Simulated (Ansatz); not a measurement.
Cartesian coordinates in Å:
```
N -1.418 -0.632 3.048
C -0.941 -0.420 2.022
C -0.349 -0.156 0.750
C -0.824 0.879 -0.050
C -0.210 1.088 -1.274
N 0.803 0.358 -1.726
C 1.247 -0.626 -0.952
C 0.712 -0.929 0.289
H -1.648 1.500 0.277
H -0.555 1.887 -1.925
H 2.076 -1.208 -1.343
H 1.107 -1.741 0.885
```

Total charge 0; spin multiplicity 1.

Problem. List the PBE0/def2-TZVPP orbital energies in eV (the Gaussian-basis code of Ansatz). (An estimate is asked.)

Solution. Computed: Occupied: -392.12, -391.85, -280.40, -279.92, -279.92, -279.68, -279.48, -279.48, -27.37, -25.98, -23.92, -22.32, -19.47, -18.70, -16.55, -14.74, -14.17, -13.25, -12.90, -12.49, -11.31, -10.90, -10.79, -10.01, -8.73, -8.43, -8.14. Lowest empty: -2.21, -1.19, 0.63, 1.12, 1.63, 1.99, 2.19, 2.66.
